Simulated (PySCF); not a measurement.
C7H4FNO.
Numbering: `[O:1]=[C:2]=[N:3][c:4]1[cH:5][cH:6][cH:7][c:8]([F:9])[cH:10]1` (hydrogens: H11 on C5; H12 on C6; H13 on C7; H14 on C10)

Geometry (GFN2-xTB, Å), atoms numbered from 1 in this order:
```
atom  x, y, z in Å
O1     4.2810   -0.5515   -0.1293
C2     3.1282   -0.5829   -0.0448
N3     1.9683   -0.8178    0.0962
C4     0.6868   -0.3334    0.0459
C5     0.4135    0.9872   -0.3080
C6    -0.8949    1.4309   -0.3452
C7    -1.9414    0.5783   -0.0349
C8    -1.6460   -0.7278    0.3130
F9    -2.6545   -1.5673    0.6171
C10   -0.3508   -1.2046    0.3608
H11    1.2284    1.6525   -0.5495
H12   -1.1028    2.4535   -0.6195
H13   -2.9668    0.9092   -0.0598
H14   -0.1497   -2.2268    0.6358
```

Method: B3LYP/def2-SVPD in PySCF (dipole) on a GFN2-xTB geometry, gas phase.

Masses are those of the commonest isotopes; rigid-rotor values at the optimised geometry. The values belong to one conformer with, in the numbering `[O:1]=[C:2]=[N:3][c:4]1[cH:5][cH:6][cH:7][c:8]([F:9])[cH:10]1`, C2–N3–C4–C5 0°.

Problem. What are A, B and C (GHz)?

Solution. Ia = 140.19, Ib = 700.82, Ic = 841.01 u·Å²; 505379 MHz·u·Å²/I gives 3605, 721.1 and 600.9 MHz, that is A = 3.6049, B = 0.7211, C = 0.6009 GHz.

Problem. Classify the top.

Solution. A near-prolate asymmetric top: κ = (2 × 721.1 − 3605 − 600.9)/(3605 − 600.9) = -0.92.

Problem. What does the inertial defect say?

Solution. Planar: Δ = Ic − Ia − Ib = 0.00 u·Å². For a rigid frame Δ = −2 Σ m c², so it vanishes when all atoms lie in the ab plane; here none is more than 0.01 Å from it.

Problem. List the rotational levels J(Ka,Kc) to J = 5 (MHz).

Solution. Above 0(0,0):
J = 1: 1(0,1) 1322, 1(1,1) 4206, 1(1,0) 4326
J = 2: 2(0,2) 3962, 2(1,2) 6730, 2(1,1) 7090, 2(2,1) 15742, 2(2,0) 15745
J = 3: 3(0,3) 7914, 3(1,3) 10513, 3(1,2) 11234, 3(2,2) 19708, 3(2,1) 19726, 3(3,1) 34429, 3(3,0) 34429
J = 4: 4(0,4) 13166, 4(1,4) 15554, 4(1,3) 16756, 4(2,3) 24993, 4(2,2) 25048, 4(3,2) 39725, 4(3,1) 39725, 4(4,1) 60325, 4(4,0) 60325
J = 5: 5(0,5) 19703, 5(1,5) 21848, 5(1,4) 23649, 5(2,4) 31595, 5(2,3) 31723, 5(3,3) 46347, 5(3,2) 46349, 5(4,2) 66944, 5(4,1) 66944, 5(5,1) 93431, 5(5,0) 93431

Problem. Which lines would a microwave search look for?

Solution. The dipole components are |μa| = 1.10 D, |μb| = 1.68 D, |μc| = 0.00 D; the mirror of this Cs structure is the ab plane, so μc vanishes by symmetry and there are no c-type lines. Intensities carry the squares of the components, which stand as 0.42 : 1.00 (a : b). Some lines, for components of 0.1 D or more:

```tsv
type	branch	J(Ka,Kc)	MHz	lower level (cm⁻¹)
a	Q	2(1,1) ← 2(1,2)	361	0.224
a	Q	3(1,2) ← 3(1,3)	721	0.351
b	R	3(0,3) ← 2(1,2)	1184	0.224
a	R	1(0,1) ← 0(0,0)	1322	0.000
a	R	2(1,2) ← 1(1,1)	2524	0.140
b	Q	2(1,1) ← 2(0,2)	3128	0.132
a	R	3(2,2) ← 2(2,1)	3966	0.525
a	R	3(1,2) ← 2(1,1)	4144	0.237
b	R	1(1,1) ← 0(0,0)	4206	0.000
b	Q	3(2,1) ← 3(1,2)	8492	0.375
b	Q	2(2,0) ← 2(1,1)	8655	0.237
b	Q	2(2,1) ← 2(1,2)	9012	0.224
b	R	2(2,1) ← 1(1,0)	11416	0.144
b	R	3(2,2) ← 2(1,1)	12617	0.237
b	R	3(2,1) ← 2(1,2)	12996	0.224
b	Q	3(3,0) ← 3(2,1)	14703	0.658
b	Q	3(3,1) ← 3(2,2)	14722	0.657
b	R	3(3,1) ← 2(2,0)	18684	0.525
b	R	3(3,0) ← 2(2,1)	18688	0.525
```

Problem. Estimate the classical rotational partition function at 25 K, 298.15 K and 500 K.

Solution. Point group Cs, symmetry number σ = 1; q = (√π/σ)·√((kT/h)³/(ABC)), k/h = 20836.6 MHz/K: 16900 at 25 K, 694000 at 298.15 K, 1510000 at 500 K.

No frequency check. These are rigid-rotor constants of the computed structure; measured ground-state constants (B0) also hold zero-point vibration. Quadrupole hyperfine structure (14N) is left out.
